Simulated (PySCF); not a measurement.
Finite-field polarisability of In⁻ (indium, charge -1)

[Kr] 4d10 5s2 5p2, high-spin 3P determinant. Computed with PySCF 2.14 in x2c-TZVPPall with one added diffuse shell each of s, p, d, f type (9s7p5d3f, 76 functions), with scalar relativity by spin-free X2C-1e. Frozen: [Kr] 4d10. Energy changes in a uniform field (μhartree):

| axis | F (au) | HF | MP2 | CCSD | CCSD(T) |
| --- | --- | --- | --- | --- | --- |
| x | 0.001 | -99.764 | -96.363 | -99.527 | -100.181 |
| x | 0.002 | -399.202 | -385.561 | -398.208 | -400.810 |
| y | 0.00071 | -100.875 | -92.788 | -96.557 | -96.369 |
| y | 0.00142 | -404.295 | -371.286 | -386.514 | -385.696 |
| z | 0.00071 | -100.875 | -92.788 | -96.557 | -96.369 |
| z | 0.00142 | -404.295 | -371.286 | -386.514 | -385.696 |

Problem. Derive α along x at CCSD(T) from the two fields.

Solution. With ΔE = −αF²/2 − γF⁴/24, α = −(16 ΔE(F) − ΔE(2F))/(6F²) = 200.3 bohr³.

Problem. And the mean polarisability at each level?

Solution. HF 333.1, MP2 309.6, CCSD 321.7, CCSD(T) 321.6 bohr³.

The polarisability of an anion needs two sets of diffuse s and p functions; this basis lacks them, so these values show the method and not the converged property.
